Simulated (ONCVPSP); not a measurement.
C: excitation energies, all-electron against ONCV

```json
{"Element": "carbon", "Generator": "ONCVPSP 4.0.1", "Type": "optimised norm-conserving Vanderbilt (ONCV)", "Functional": "PBE", "Relativity": "scalar-relativistic", "Frozen core": "none", "Valence charge": "6", "Reference configuration": "1s2 2s2 2p2", "Partial waves": "1s+2s: rc 0.55 bohr, ncon 4, nbas 8, qcut 21.1 1/bohr, 2 projectors; 2p: rc 2.95 bohr, ncon 4, nbas 7, qcut 4.5 1/bohr, 2 projectors, debl 2.2 Ha; d scattering state at 0.44 Ha: rc 2.70 bohr, ncon 4, nbas 9, qcut 3.8 1/bohr, 2 projectors, debl 3.7 Ha", "Local potential": "polynomial inside 0.40 bohr (lpopt 3, dvloc0 -1 Ha)", "Core correction": "none"}
```

Energies are relative to the spin-unpolarised reference configuration 1s2 2s2 2p2; without spin polarisation the order of configurations can differ from experiment.

```csv
valence configuration,charge,ΔE all-electron (eV),error AE − PS (meV)
1s2 2s2 2p1,+1,10.861,+167
1s2 2s2 2p0,+2,35.017,+1273
1s2 2s0 2p4,0,16.975,-223
```

(1) What are ΔE and the potential's error for 1s2 2s1 2p0?

Note: ghosts flagged at negative energy: p at -338.4 eV; GHOST(+) flagged for d at 451.6 eV. A true bound ghost makes a file unfit for plane-wave use.

Results:

(1) ΔE = 83.211 eV all-electron; the error (AE − PS) is +2403 meV.
